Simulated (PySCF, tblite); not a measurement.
Species: C5H9BNP.
SMILES: `c1cc(ccn1)[BH2-][PH3+]`

Jobs on this species (17 atoms, 66 electrons) with PySCF (density fitting) and tblite. Hardware of each: one thread of an Arm Neoverse V1, no GPU (shared host). Times come from a shared host and carry two figures at best.

Task: Rank these jobs by wall time, shortest first.
A. PBE0/pcSseg-1; shieldings, ring-centre shieldings, charges and field gradients, density and orbital grids written; 188 basis functions
B. CAM-B3LYP/def2-SVPD; 10 singlets by full TDDFT, 4 Tamm–Dancoff triplets, polarisability, ΔSCF ions, density and orbital grids written; 236 basis functions
C. GFN2-xTB; Hessian by finite differences
D. HF/pcSseg-1; shieldings, ring-centre shieldings; 188 basis functions

Result: C (0.57 s), D (13 s), A (33 s), B (3.8 min).

All jobs:

```tsv
level and settings	work	basis functions	SCF cycles	wall time
GFN2-xTB	Hessian by finite differences	–	–	0.57 s
HF/pcSseg-1	shieldings, ring-centre shieldings	188	12	13 s
PBE0/pcSseg-1	shieldings, ring-centre shieldings, charges and field gradients, density and orbital grids written	188	13	33 s
PBE0-D3(BJ)/def2-SVP, grid level 1	geometry optimisation from a GFN2-xTB start shaken at random	161	92	2.5 min
CAM-B3LYP/def2-SVPD	10 singlets by full TDDFT, 4 Tamm–Dancoff triplets, polarisability, ΔSCF ions, density and orbital grids written	236	13	3.8 min
```

Task: What do all jobs in the table cost together?

Result: About 7.1 min; the longest takes about 54 % of that, and about 400 times as long as the shortest.
